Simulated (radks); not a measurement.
Values are calculated unless marked as measured or tabulated.
Charge is removed step by step from the 3s down level of the promethium ion Pm45+, starting from [Ne] 3s(up 1, down 1) 3p4. Level of theory: scalar-relativistic Kohn-Sham, LDA (Slater exchange, Perdew-Wang correlation), spin-polarised, spherical densities, finite nucleus; open shells are filled with parallel spins first (spin-orbit coupling, left out, can overturn this in heavy ions); Fermi nuclear charge, rms radius 4.962 fm (a radial shooting solver on a logarithmic mesh with Libxc functionals).

removed (e),E - E(0) (eV),eigenvalue (eV),E minus straight line (eV)
0,0.000,-3939.1,0.000
0.25,987.29,-3961.7,-8.410
0.5,1980.2,-3984.2,-11.178
0.75,2978.7,-4006.4,-8.353
1,3982.8,-4028.3,0.000

Removing the whole electron costs 3982.8 eV by Delta-SCF, against 3939.1 eV from minus the eigenvalue at the starting occupation. Slater's transition state (half an electron removed) gives 3984.2 eV. Integrating minus the eigenvalue over the occupation (Janak's theorem) gives 3984.0 eV. In this scalar-relativistic scheme the density is built from large components alone, so the theorem holds only approximately. The mean slope of the eigenvalue, de/dn, is 89.2 eV per electron.
